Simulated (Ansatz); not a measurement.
The cluster Ag4O⁻. Charge -1, multiplicity 2. Geometry PBE-D4/def2-SVPD.

```xyz
5

O     0.577    2.082   -0.443
Ag   -0.337   -1.635   -0.646
Ag    0.047    0.603    0.911
Ag    0.388    0.649   -1.942
Ag   -0.674   -1.699    2.121
```

In the def2 sets Ag takes a core potential; there is no spin–orbit coupling. The structure comes from a short search, and lower isomers may exist.

Task: Estimate the α-spin orbital energies around the gap (eV) in Ansatz with LDA (SPW92)/def2-TZVPD, PBE-D4/def2-TZVPD, r2SCAN-D4/def2-TZVPD, PBE0-D4/def2-TZVPD, BHLYP-D4/def2-TZVPD.

Result: 
```
orbital  LDA (SPW92)/def2-TZVPD  PBE-D4/def2-TZVPD  r2SCAN-D4/def2-TZVPD  PBE0-D4/def2-TZVPD  BHLYP-D4/def2-TZVPD
 HOMO−5                   -2.91              -2.67                 -2.87               -4.23                -5.82
 HOMO−4                   -2.78              -2.48                 -2.61               -3.48                -4.79
 HOMO−3                   -1.52              -1.25                 -1.39               -2.33                -3.78
 HOMO−2                   -1.39              -1.07                 -1.18               -2.02                -3.78
 HOMO−1                   -0.93              -0.66                 -0.87               -1.97                -3.02
   HOMO                   -0.48              -0.23                 -0.39               -0.76                -1.06
   LUMO                    0.60               0.87                  0.99                1.56                 2.24
 LUMO+1                    1.15               1.40                  1.55                2.03                 2.66
 LUMO+2                    1.84               2.04                  2.20                2.59                 3.14
 LUMO+3                    2.56               2.73                  2.93                3.30                 3.88
 LUMO+4                    2.75               2.93                  3.24                3.57                 4.14
 LUMO+5                    3.06               3.21                  3.49                3.78                 4.32
 β HOMO                   -0.71              -0.48                 -0.62               -1.31                -1.47
 β LUMO                   -0.07               0.29                  0.53                1.18                 2.00
```
